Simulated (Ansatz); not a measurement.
Gas-phase reaction 2 R1 → P1 + P2, each structure at its B3LYP-D3(BJ)/def2-TZVP stationary point, reached from a drawn start (curvature not checked).
P1: I4Se (SMILES I[Se](I)(I)I), charge 0, multiplicity 1.
R1: I3Se (SMILES I[Se](I)I), charge 0, multiplicity 2.
P2, I2Se (SMILES I[Se]I) (charge 0, multiplicity 1):
```xyz
3

Se     0.00484     0.00481    -1.03797
I      2.00070    -0.00613     0.52830
I     -2.00553     0.00132     0.50967
```

P less R. No zero-point or thermal terms; singlets are restricted closed shells; open shells are unrestricted; no spin–orbit coupling.

Frozen-core correlation throughout. In cc and def2 sets filled d and f shells under p-block atoms count as core.

The values were computed with Ansatz (an electronic-structure program) with Gaussian orbitals. No computed number here is a measurement. Elements past Kr take the def2 small-core potentials, without spin–orbit coupling.

Total energies in hartree:

| structure | PBE/def2-TZVPP | r2SCAN/def2-TZVPP | CCSD(T)/def2-TZVPP |
|---|---|---|---|
| P1 | -3592.047991 | -3592.891244 | -3587.305454 |
| R1 | -3294.335000 | -3295.055815 | -3290.482432 |
| P2 | -2996.627994 | -2997.225061 | -2993.675341 |

Work out the reaction energy at each level in kcal/mol (1 hartree = 627.50947 kcal/mol), and say how far PBE/def2-TZVPP lies from CCSD(T)/def2-TZVPP.


- PBE/def2-TZVPP: (-3592.047991) + (-2996.627994) − 2 × (-3294.335000) = -0.005985 hartree = -3.76 kcal/mol
- r2SCAN/def2-TZVPP: (-3592.891244) + (-2997.225061) − 2 × (-3295.055815) = -0.004675 hartree = -2.93 kcal/mol
- CCSD(T)/def2-TZVPP: (-3587.305454) + (-2993.675341) − 2 × (-3290.482432) = -0.015931 hartree = -10.00 kcal/mol
PBE/def2-TZVPP less CCSD(T)/def2-TZVPP: 6.24 kcal/mol. CCSD(T)/def2-TZVPP is the level counted from, the highest shown, and no exact or measured value.

Doubts at one or more of the structures used: a spin-contaminated determinant (CCSD(T)/def2-TZVPP).
